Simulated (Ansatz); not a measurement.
Geometry optimisation, RKS PBE-D4/def2-SVP (Ansatz).

The input (input.yaml):

```yaml
crystal:
  periodic: [false, false, false]
  atoms:
    - { symbol: Ta, position_ang: [0.0, 0.0, 0.0] }
    - { symbol: "N", position_ang: [2.16, 0.0, 0.0] }
    - { symbol: H, position_ang: [2.69, -0.5118, 0.762] }
    - { symbol: H, position_ang: [2.69, 0.5118, -0.762] }
    - { symbol: O, position_ang: [0.0, 0.0, 2.02] }
    - { symbol: H, position_ang: [-0.2547, -0.9174, 2.3571] }
    - { symbol: Cl, position_ang: [0.0, 0.0, -2.47] }
    - { symbol: Cl, position_ang: [-1.235, 2.139, 0.0] }
    - { symbol: Cl, position_ang: [-1.235, -2.139, 0.0] }
basis:
  gaussian: { orbitals: def2-SVP }
hamiltonian:
  xc: pbe
  dispersion: d4
relax:
  f_tol: 0.02
  max_steps: 40
output:
  orbitals: {}
```

Launched with:

```bash
$ ansatz run input.yaml --threads 2 --pin off --max-ram 3072MiB --backend cpu --events-out ev --progress --plain --runs-dir out
```

Question: Where does it end, and by what steps?

Answer: The forces met the threshold. After 11 steps the energy has fallen by 1.291 eV; H6 moved furthest, 0.56 Å.

| step | energy less start (eV) | largest force component (eV/Å) | accepted |
| --- | --- | --- | --- |
| 0 | 0.0000 | 2.698 | yes |
| 1 | -1.0095 | 1.297 | yes |
| 2 | -1.1571 | 0.884 | yes |
| 3 | -1.2248 | 0.375 | yes |
| 4 | -1.2585 | 0.543 | yes |
| 5 | -1.2770 | 0.254 | yes |
| 6 | -1.2833 | 0.225 | yes |
| 7 | -1.2857 | 0.189 | yes |
| 8 | -1.2900 | 0.107 | yes |
| 9 | -1.2906 | 0.071 | yes |
| 10 | -1.2904 | 0.093 | no |
| 11 | -1.2908 | 0.005 | yes |

```xyz
9
Properties=species:S:1:pos:R:3
Ta -0.029 -0.049 -0.041
N 1.939 -0.029 -0.013
H 2.494 -0.117 0.844
H 2.522 0.075 -0.848
O 0.001 -0.299 1.827
H -0.020 -0.590 2.751
Cl 0.175 0.174 -2.387
Cl -1.121 2.006 0.117
Cl -1.145 -2.087 -0.341
```

Whether the end is a true minimum wasn't checked by a vibrational analysis.

Time of the run: 24 s on 2 threads of Intel(R) Xeon(R) 6975P-C (Granite Rapids) (shared host), peak memory 0.21 GiB.
